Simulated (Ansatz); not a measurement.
Ansatz results at the PBE0-D4/def2-TZVP geometry: HOMO energy (PBE/def2-TZVPP) -5.71 eV; size of the dipole moment (ωB97M-V/def2-TZVPP) 0.00 D; HOMO–LUMO gap (PBE/def2-TZVPP) 3.97 eV.

Each molecule was computed in one conformer, which needn't be the lowest.

Q: Which molecule gave them?
A. `c1cc2c3c(cccc3c1)CC2`
B. `c1ccc(-c2ccccc2)cc1`
C. `COCOC`
D. `CCCCc1ccccc1`

A: B. The others give `COCOC`: -6.23, 0.22, 6.89; `CCCCc1ccccc1`: -5.94, 0.48, 4.92; `c1cc2c3c(cccc3c1)CC2`: -5.11, 0.95, 3.34.
